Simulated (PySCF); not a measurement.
# Partial charges of `CCC(=O)OC[SiH3]`

Species: C4H10O2Si.
Z-matrix (Å and degrees, GFN2-xTB geometry), rows numbered from 1:
```
C 
C   1  1.5247
C   2  1.5110  1  111.43
O   3  1.2125  2  123.48  1   -36.94
O   3  1.3102  2  112.72  1   143.97
C   5  1.4346  3  117.33  2   178.19
Si  6  1.9245  5  116.23  3     3.01
H   1  1.0872  2  110.57  3   -66.97
H   1  1.0868  2  109.84  3    52.61
H   1  1.0866  2  110.29  3   172.83
H   2  1.0903  1  111.86  3   122.03
H   2  1.0938  1  109.68  3  -117.98
H   6  1.0914  5  106.00  3  -120.07
H   6  1.0909  5  105.78  3   126.14
H   7  1.4562  6  112.66  5   -72.25
H   7  1.4832  6   98.36  5   177.49
H   7  1.4566  6  112.78  5    67.19
```

Density: PBE0/pcSseg-1 (PySCF); schemes: Mulliken, IAO, Hirshfeld and ESP-fitted. Geometry: GFN2-xTB, one conformer, isolated molecule.

Problem. For which atoms does the sign change between the 4 schemes (beyond +0.03 e in one, beyond −0.03 e in another)?

Solution. For none.

Problem. At which atom do the 4 schemes differ most?

Solution. At C3: from +0.232 (Hirshfeld) to +0.752 e (ESP-fitted), 0.520 e apart.

Problem. Give the atomic charges in each scheme.

Solution. In e:

```tsv
atom	environment	Mulliken	IAO	Hirshfeld	ESP-fitted
C1	methyl carbon	-0.279	-0.417	-0.115	-0.142
C2	sp3 carbon next to a carbonyl	-0.254	-0.300	-0.071	-0.079
C3	ester carbonyl carbon	+0.493	+0.530	+0.232	+0.752
O4	ester carbonyl oxygen	-0.478	-0.459	-0.192	-0.513
O5	ester single-bonded oxygen	-0.433	-0.310	-0.088	-0.436
C6	sp3 carbon bound to oxygen	-0.267	-0.354	-0.083	-0.057
Si7	SiH3 silicon	+0.539	+0.621	+0.268	+0.444
H8	methyl hydrogen	+0.119	+0.145	+0.043	+0.046
H9	methyl hydrogen	+0.137	+0.159	+0.042	+0.040
H10	methyl hydrogen	+0.120	+0.147	+0.047	+0.058
H11	methylene hydrogen	+0.145	+0.159	+0.047	+0.036
H12	methylene hydrogen	+0.159	+0.167	+0.058	+0.049
H13	methylene hydrogen	+0.148	+0.161	+0.048	+0.095
H14	methylene hydrogen	+0.148	+0.163	+0.048	+0.107
H15	Si–H hydrogen	-0.079	-0.120	-0.085	-0.096
H16	Si–H hydrogen	-0.139	-0.172	-0.112	-0.210
H17	Si–H hydrogen	-0.079	-0.120	-0.085	-0.094
```

Mean size of the charges over all atoms: IAO 0.265 e, Mulliken 0.236 e, ESP-fitted 0.191 e, Hirshfeld 0.098 e. Each set sums to the total charge, 0, to within 0.001 e. The Hirshfeld scheme divides the density at each point in proportion to the densities of the neutral, spherically averaged free atoms.

Problem. How many electrons does the Mulliken scheme count on C6?

Solution. Z − q = 6 − (-0.267) = 6.267.

Problem. How closely do the schemes follow one another over all atoms?

Solution. Correlation coefficient and root-mean-square difference: Mulliken with IAO 0.98, 0.059 e; IAO with Hirshfeld 0.97, 0.194 e; Mulliken with Hirshfeld 0.95, 0.171 e; Mulliken with ESP-fitted 0.92, 0.115 e; Hirshfeld with ESP-fitted 0.92, 0.179 e; IAO with ESP-fitted 0.87, 0.150 e.
